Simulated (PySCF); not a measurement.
An unknown gives this computed stick spectrum. Method used: TDDFT CAM-B3LYP/def2-SVPD, vertical, gas phase, core orbitals frozen in the response in PySCF 2.14.0, density-fitted response routines. Geometries: GFN2-xTB, one conformer each.

| state | E (eV) | λ (nm) | f |
| --- | --- | --- | --- |
| S1 | 6.37 | 194.6 | 0.0091 |
| S2 | 7.21 | 171.8 | 0.0027 |
| S3 | 7.29 | 170.2 | 0.020 |
| S4 | 7.38 | 168.0 | 0.0077 |
| S5 | 7.45 | 166.3 | 0.011 |
| S6 | 7.59 | 163.2 | 0.029 |
| S7 | 7.75 | 159.9 | 0.0027 |
| S8 | 7.86 | 157.8 | 0.016 |

Triplets computed (Tamm–Dancoff): 6.08, 6.77, 7.03 eV.

Orbital energies (eV): HOMO-3 -10.71, HOMO-2 -10.17, HOMO-1 -9.07, HOMO -8.40, LUMO 1.17, LUMO+1 1.58, LUMO+2 1.72.

Question: Which candidate is it? All have the formula C5H10FNSi.
A. `C=NC[SiH2]CC(=C)F`
B. `FC[C@@]1(N[SiH3])[C@@H]2C[C@@H]21`
C. `F[C@H]1C[C@@H](/C=N/[SiH3])C1`
D. `[H]/N=C1\CCC[C@@H]1[SiH2]F`

Answer: B. Its S1, at 6.37 eV, is the highest among the candidates; the nearest of the others has S1 at 5.20 eV. S1 is HOMO→LUMO (72%), HOMO→LUMO+2 (11%), HOMO→LUMO+1 (9%). Löwdin shares by element: HOMO nitrogen 53%, silicon 10%, hydrogen 7% or more, carbon 6% or more (atoms not listed hold the other 24%); LUMO silicon 30%, hydrogen 13% or more, carbon 10% or more (atoms not listed hold the other 48%). At the same level the other candidates give, for their lowest levels:
- `[H]/N=C1\CCC[C@@H]1[SiH2]F`: 5.20 eV (f 0.004); 6.87 eV (f 0.017); 7.14 eV (f 0.153); 7.23 eV (f 0.010); 7.49 eV (f 0.008); T1 4.51 eV; HOMO -8.74, LUMO 0.78 eV
- `F[C@H]1C[C@@H](/C=N/[SiH3])C1`: 4.25 eV (f 0.000); 6.30 eV (f 0.026); 7.31 eV (f 0.216); 7.40 eV (f 0.269); 7.47 eV (f 0.005); T1 3.69 eV; HOMO -8.36, LUMO 0.42 eV
- `C=NC[SiH2]CC(=C)F`: 4.94 eV (f 0.001); 6.70 eV (f 0.045); 6.80 eV (f 0.142); 6.96 eV (f 0.219); 7.06 eV (f 0.175); T1 4.13 eV; HOMO -8.39, LUMO 0.57 eV

Shape of the structure used: `[F:1][CH2:2][C@@:3]1([NH:4][SiH3:5])[C@@H:6]2[CH2:7][C@H:8]12`: F1–C2–C3–N4 -61°, C2–C3–N4–Si5 -83°.

Without π bonds the low states are Rydberg-like; a valence basis with one diffuse set may place them up to an eV too high.
